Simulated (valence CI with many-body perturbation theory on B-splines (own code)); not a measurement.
Ca⁶⁺: calculated level list

Calculated by configuration interaction combined with many-body perturbation theory (CI+MBPT): four valence electrons over a frozen Dirac-Fock core [Ne], a basis of 11 s, 11 p, 10 d, 8 f, 5 g, 2 h functions for each j, with the one-electron correlation potential Σ1 (screened to all orders), the two-electron term Σ2, the three-electron term Σ3, Breit, model QED; selected single and double excitations, second order for the rest, scaled by the run's own slope (own B-spline code, finite nucleus).

Set against measurement, 21 paired levels are off by 125 cm⁻¹ on average, the worst by 402. These come from a selection out of Sugar and Corliss, J. Phys. Chem. Ref. Data 8, 865 (1979). Levels without a partner in it may be off by more. Among the levels kept, up to 650 cm⁻¹ of a level comes from second order outside the variational space, and about a tenth of that is noise between levels of different J, which matters for small intervals.

Levels 46 to 90 of 177, with energies above the lowest level, 3s²3p² ³P_0. "Leading %" is the weight of the configuration and term that name the level; weights of strongly mixed levels are sums over their largest components and can fall short. In the jj column 3d3/2^4 stands for four electrons in 3d with j = 3/2. Lifetimes count E1, E2, E3, M1 and M2 decay at the calculated energies, and are blank where another channel may lead or the interval is too uncertain; long ones can be off by a factor of two.

| No. | Configuration | Term | J | E (cm⁻¹) | Leading % | Leading jj | g | Lifetime |
| --- | --- | --- | --- | --- | --- | --- | --- | --- |
| 46 | 3p⁴ | ¹S | 0 | 405820 | 59 | 3p1/2^2 3p3/2^2 (40 %) |  | 308 ps |
| 47 | 3s3p²3d | ⁵P | 2 | 405970 | 98 | 3s 3p1/2 3p3/2 3d3/2 (28 %) | 1.834 | 31.5 ps |
| 48 | 3s3p²3d | ⁵P | 1 | 406560 | 98 | 3s 3p3/2^2 3d3/2 (48 %) | 2.501 | 31.3 ps |
| 49 | 3s3p²3d | ³P | 2 | 417860 | 67 | 3s 3p1/2 3p3/2 3d5/2 (42 %) | 1.500 | 49.6 ps |
| 50 | 3s3p²3d | ³P | 1 | 419940 | 67 | 3s 3p3/2^2 3d5/2 (27 %) | 1.500 | 49.2 ps |
| 51 | 3s3p²3d | ³P | 0 | 421130 | 66 | 3s 3p3/2^2 3d5/2 (32 %) |  | 49.2 ps |
| 52 | 3s3p²3d | ³G | 3 | 431100 | 97 | 3s 3p1/2 3p3/2 3d3/2 (61 %) | 0.750 | 367 ps |
| 53 | 3s3p²3d | ³G | 4 | 431320 | 97 | 3s 3p1/2 3p3/2 3d5/2 (33 %) | 1.050 | 376 ps |
| 54 | 3s3p²3d | ³G | 5 | 431610 | 97 | 3s 3p1/2 3p3/2 3d5/2 (62 %) | 1.200 | 389 ps |
| 55 | 3s3p²3d | ³D | 1 | 440220 | 97 | 3s 3p1/2 3p3/2 3d5/2 (24 %) | 0.502 | 47.3 ps |
| 56 | 3s3p²3d | ³D | 2 | 440420 | 97 | 3s 3p1/2 3p3/2 3d5/2 (27 %) | 1.167 | 46.4 ps |
| 57 | 3s3p²3d | ³D | 3 | 440640 | 95 | 3s 3p1/2 3p3/2 3d5/2 (50 %) | 1.326 | 45.6 ps |
| 58 | 3s3p²3d | ¹G | 4 | 441630 | 80 | 3s 3p1/2 3p3/2 3d5/2 (37 %) | 1.001 | 4.68 ns |
| 59 | 3s3p²3d | ¹F | 3 | 446380 | 94 | 3s 3p1/2 3p3/2 3d3/2 (34 %) | 1.008 | 113 ps |
| 60 | 3s3p²3d | ³F | 2 | 457800 | 86 | 3s 3p1/2 3p3/2 3d3/2 (25 %) | 0.688 | 36.7 ps |
| 61 | 3s3p²3d | ³F | 3 | 458910 | 83 | 3s 3p1/2 3p3/2 3d5/2 (46 %) | 1.101 | 35.9 ps |
| 62 | 3s3p²3d | ³D | 1 | 460280 | 96 | 3s 3p1/2 3p3/2 3d5/2 (44 %) | 0.506 | 57.0 ps |
| 63 | 3s3p²3d | ³F | 4 | 460510 | 89 | 3s 3p3/2^2 3d3/2 (32 %) | 1.249 | 34.0 ps |
| 64 | 3s3p²3d | ³D | 2 | 460830 | 93 | 3s 3p3/2^2 3d5/2 (31 %) | 1.146 | 58.4 ps |
| 65 | 3s3p²3d | ³D | 3 | 461740 | 90 | 3s 3p3/2^2 3d5/2 (52 %) | 1.315 | 62.3 ps |
| 66 | 3s3p²3d | ¹P | 1 | 463110 | 93 | 3s 3p1/2 3p3/2 3d5/2 (29 %) | 0.992 | 43.6 ps |
| 67 | 3s3p²3d | ³P | 0 | 465060 | 75 | 3s 3p1/2 3p3/2 3d5/2 (40 %) |  | 38.6 ps |
| 68 | 3s3p²3d | ³P | 1 | 465480 | 70 | 3s 3p1/2 3p3/2 3d5/2 (36 %) | 1.500 | 38.6 ps |
| 69 | 3s3p²3d | ³P | 2 | 466290 | 71 | 3s 3p3/2^2 3d5/2 (37 %) | 1.499 | 38.6 ps |
| 70 | 3s3p²3d | ³S | 1 | 473750 | 96 | 3s 3p1/2 3p3/2 3d5/2 (34 %) | 1.997 | 38.8 ps |
| 71 | 3s3p²3d | ³D | 1 | 478240 | 95 | 3s 3p1/2 3p3/2 3d3/2 (31 %) | 0.504 | 47.4 ps |
| 72 | 3s3p²3d | ³D | 2 | 478920 | 93 | 3s 3p3/2^2 3d3/2 (35 %) | 1.162 | 47.6 ps |
| 73 | 3s3p²3d | ³D | 3 | 480600 | 94 | 3s 3p3/2^2 3d5/2 (54 %) | 1.328 | 46.3 ps |
| 74 | 3s3p²3d | ³F | 2 | 483840 | 87 | 3s 3p1/2 3p3/2 3d3/2 (44 %) | 0.674 | 33.0 ps |
| 75 | 3s3p²3d | ³F | 3 | 484330 | 87 | 3s 3p1/2 3p3/2 3d5/2 (28 %) | 1.090 | 34.0 ps |
| 76 | 3s3p²3d | ³F | 4 | 484930 | 90 | 3s 3p1/2 3p3/2 3d5/2 (50 %) | 1.250 | 35.0 ps |
| 77 | 3s3p²3d | ¹D | 2 | 487670 | 56 | 3s 3p3/2^2 3d5/2 (22 %) | 1.000 | 46.7 ps |
| 78 | 3s²3p4s | ³P° | 0 | 489980 | 95 | 3s^2 3p1/2 4s (95 %) |  | 39.0 ps |
| 79 | 3s²3p4s | ³P° | 1 | 490850 | 88 | 3s^2 3p1/2 4s (83 %) | 1.466 | 37.3 ps |
| 80 | 3s²3p4s | ³P° | 2 | 494200 | 94 | 3s^2 3p3/2 4s (94 %) | 1.501 | 39.2 ps |
| 81 | 3s²3p4s | ¹P° | 1 | 498650 | 87 | 3s^2 3p3/2 4s (83 %) | 1.034 | 23.6 ps |
| 82 | 3s3p²3d | ³D | 3 | 502500 | 94 | 3s 3p3/2^2 3d5/2 (38 %) | 1.331 | 27.9 ps |
| 83 | 3s3p²3d | ³D | 2 | 503580 | 94 | 3s 3p3/2^2 3d3/2 (33 %) | 1.164 | 27.8 ps |
| 84 | 3s3p²3d | ³D | 1 | 504320 | 95 | 3s 3p3/2^2 3d3/2 (55 %) | 0.499 | 27.8 ps |
| 85 | 3s3p²3d | ¹D | 2 | 508320 | 66 | 3s 3p3/2^2 3d5/2 (31 %) | 1.001 | 40.1 ps |
| 86 | 3s3p²3d | ¹S | 0 | 515720 | 43 | 3p1/2^2 3p3/2^2 (21 %) |  | 26.9 ps |
| 87 | 3s3p²3d | ¹P | 1 | 524100 | 90 | 3s 3p1/2 3p3/2 3d3/2 (39 %) | 1.014 | 25.3 ps |
| 88 | 3s3p²3d | ³P | 2 | 530140 | 82 | 3s 3p1/2 3p3/2 3d5/2 (39 %) | 1.499 | 16.2 ps |
| 89 | 3s3p²3d | ³P | 1 | 531440 | 80 | 3s 3p3/2^2 3d3/2 (29 %) | 1.486 | 16.2 ps |
| 90 | 3s3p²3d | ³P | 0 | 531930 | 81 | 3s 3p3/2^2 3d3/2 (49 %) |  | 16.0 ps |

Names give the largest LS component (configuration and term), which can be under half, so a name can repeat, a term be missing and a line seem to break the LS rules; names also repeat where a configuration has a term twice.
